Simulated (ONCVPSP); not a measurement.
Pseudopotential generation for Ge: ONCV, PBE, scalar-relativistic.

* Element: Ge (Z = 32)
* Generator: ONCVPSP 4.0.1
* Type: optimised norm-conserving Vanderbilt (ONCV)
* Functional: PBE
* Relativity: scalar-relativistic
* Frozen core: [Ar]
* Valence charge: 14
* Reference configuration: 3d10 4s1 (charge +3)
* Partial waves: 4s: rc 1.75 bohr, ncon 4, nbas 9, qcut 3.6 1/bohr, 3 projectors, debl 2.2 Ha; p scattering state at 0.13 Ha: rc 1.85 bohr, ncon 4, nbas 8, qcut 5.1 1/bohr, 2 projectors, debl 1.7 Ha; 3d: rc 0.95 bohr, ncon 3, nbas 7, qcut 16.9 1/bohr, 2 projectors, debl 1.5 Ha; f scattering state at 0.34 Ha: rc 1.45 bohr, ncon 4, nbas 8, qcut 7.7 1/bohr, 3 projectors, debl 1.1 Ha
* Local potential: polynomial inside 0.90 bohr (lpopt 5, dvloc0 4 Ha)
* Core correction: Teter function, fcfact 5.25, rcfact 1.45

In the p channel the program set the typed energies aside and used 0.050, 1.750 Ha. In the d channel the program set the typed energies aside and used -2.319, 0.250 Ha.

Poles of the logarithmic derivatives, all-electron (AE) and pseudo (PS). s: poles at 0.7 (AE) and 0.7 (PS) Ha. p: poles at 1.1 (AE) and 1.1 (PS) Ha. d: poles at -0.5 (AE) and -0.5 (PS) Ha. f: poles at no energy (AE) and no energy (PS) Ha. Test radii: s 1.78, p 1.87, d 0.96, f 1.48 bohr.

- Cutoffs needed: 111 Ha and 124 Ha (the cutoffs (Ha) at which the residual kinetic energy of the hardest occupied pseudo-wave falls to 1 and 0.1 mHa per electron)
- Ghost test: ghosts flagged at negative energy: f at -236.7 eV (a further GHOST(-) flag falls on a real empty level of the atom); GHOST(+) flagged for s at 92.7 eV, p at 148.2 eV; a true bound ghost makes a file unfit for plane-wave use
- Largest excitation error: +168 meV (all-electron minus pseudo) for 3d10 4s2 4p2, out of 4 test configurations
- rms error of d²Exc/dni dnj: 10.48 mHa without and 5.70 mHa with the model core
